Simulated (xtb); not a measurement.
C$_{3}$F$_{5}$O, doublet, from a rough starting geometry; xtb with GFN2-xTB.

Here is a job for xtb.
```
$ xtb mol.xyz --gfn 2 --uhf 1 --opt vtight --json

# file mol.xyz
9

O      0.48907713     0.82070483     1.62411663
C      0.26100300     0.31340623     0.54422114
C      1.36158310    -0.04799597    -0.24784872
F      2.57974034     0.13955811    -0.03173326
F      1.14704197    -0.59748607    -1.48297248
C     -1.19034075    -0.09657714     0.08575013
F     -2.00211070     0.14885914     0.92605389
F     -1.40972090     0.64044464    -1.08513130
F     -1.27177269    -1.34156912    -0.28998582
```

The log (banner, timings and long lists left out):

```
   ID    Z sym.   atoms
    1    8 O      1
    2    6 C      2, 3, 6
    3    9 F      4, 5, 7-9

           -------------------------------------------------
          |                Calculation Setup                |
           -------------------------------------------------

           -------------------------------------------------
          |                 G F N 2 - x T B                 |
           -------------------------------------------------

          ...................................................
          :                      SETUP                      :
          :.................................................:
          :  # basis functions                  36          :
          :  # atomic orbitals                  36          :
          :  # shells                           18          :
          :  # electrons                        53          :
          :  max. iterations                   250          :
          :  Hamiltonian                  GFN2-xTB          :
          :  restarted?                      false          :
          :  GBSA solvation                  false          :
          :  PC potential                    false          :
          :  electronic temp.          300.0000000     K    :
          :  accuracy                    1.0000000          :
          :  -> integral cutoff          0.2500000E+02      :
          :  -> integral neglect         0.1000000E-07      :
          :  -> SCF convergence          0.1000000E-05 Eh   :
          :  -> wf. convergence          0.1000000E-03 e    :
          :  Broyden damping             0.4000000          :
          :  net charge                          0          :
          :  unpaired electrons                  1          :
          ...................................................

 iter      E             dE          RMSdq      gap      omega  full diag
   1    -34.1192428 -0.341192E+02  0.572E+00    4.06       0.0  T
   2    -34.1859106 -0.666678E-01  0.308E+00    4.23       1.0  T
   3    -34.1917200 -0.580939E-02  0.181E+00    4.01       1.0  T
   4    -34.1956490 -0.392909E-02  0.349E-01    4.16       1.0  T
   5    -34.1962211 -0.572055E-03  0.887E-02    4.10       1.0  T
   6    -34.1962362 -0.150988E-04  0.310E-02    4.10       1.1  T
   7    -34.1962371 -0.933940E-06  0.129E-02    4.10       2.6  T
   8    -34.1962374 -0.254607E-06  0.442E-03    4.10       7.5  T
[...]
 * total energy  :   -34.0506604 Eh     change       -0.1849908E-01 Eh
 * total energy  :   -34.0561845 Eh     change       -0.5524111E-02 Eh
 * total energy  :   -34.0568826 Eh     change       -0.6980706E-03 Eh
 * total energy  :   -34.0569476 Eh     change       -0.6500070E-04 Eh
 * total energy  :   -34.0569731 Eh     change       -0.2550123E-04 Eh
 * total energy  :   -34.0569805 Eh     change       -0.7414046E-05 Eh
 * total energy  :   -34.0569848 Eh     change       -0.4363141E-05 Eh
 * total energy  :   -34.0569899 Eh     change       -0.5074631E-05 Eh
 * total energy  :   -34.0569929 Eh     change       -0.2970936E-05 Eh
 * total energy  :   -34.0569940 Eh     change       -0.1099735E-05 Eh
 * total energy  :   -34.0569942 Eh     change       -0.2407603E-06 Eh
 * total energy  :   -34.0569943 Eh     change       -0.2718479E-07 Eh
   *** GEOMETRY OPTIMIZATION CONVERGED AFTER 13 ITERATIONS ***
         :: total energy             -34.056994252218 Eh    ::
[...]
     3   6 C        2.555     0.314    21.721     7.618
     4   9 F        0.787    -0.076    10.029     3.741
     5   9 F        0.787    -0.091    10.166     3.766
     6   6 C        3.328     0.474    17.556     6.653
     7   9 F        0.790    -0.160    10.826     3.887
     8   9 F        0.790    -0.186    11.096     3.935
     9   9 F        0.790    -0.186    11.095     3.935

 Mol. C6AA /au·bohr⁶  :       1168.736869
 Mol. C8AA /au·bohr⁸  :      25569.413653
 Mol. α(0) /au        :         47.467014

Wiberg/Mayer (AO) data.
largest (>0.10) Wiberg bond orders for each atom

 ---------------------------------------------------------------------------
     #   Z sym  total        # sym  WBO       # sym  WBO       # sym  WBO
 ---------------------------------------------------------------------------
     1   8 O    2.056 --     2 C    1.724     3 C    0.172
     2   6 C    3.972 --     1 O    1.724     3 C    1.220     6 C    0.874
     3   6 C    3.654 --     2 C    1.220     4 F    1.126     5 F    1.113
                             1 O    0.172
     4   9 F    1.299 --     3 C    1.126
     5   9 F    1.281 --     3 C    1.113
     6   6 C    3.853 --     7 F    0.988     9 F    0.955     8 F    0.955
                             2 C    0.874
     7   9 F    1.120 --     6 C    0.988
     8   9 F    1.090 --     6 C    0.955
     9   9 F    1.090 --     6 C    0.955
 ---------------------------------------------------------------------------

Topologies differ in total number of bonds
Writing topology from bond orders to xtbtopo.mol

molecular dipole:
                 x           y           z       tot (Debye)
 q only:        0.630      -0.103      -0.341
   full:        0.679      -0.156      -0.470       2.137
molecular quadrupole (traceless):
                xx          xy          yy          xz          yz          zz
 q only:        0.276      -0.607       1.548      -1.013      -1.930      -1.824
  q+dip:        0.845      -0.864       2.466      -1.440      -3.274      -3.311
   full:        0.031      -0.908       3.354      -1.218      -3.775      -3.385

optimized geometry written to: xtbopt.xyz

           -------------------------------------------------
          | TOTAL ENERGY              -34.056994252218 Eh   |
          | GRADIENT NORM               0.000037902378 Eh/α |
          | HOMO-LUMO GAP               4.068438869901 eV   |
           -------------------------------------------------

normal termination of xtb
```
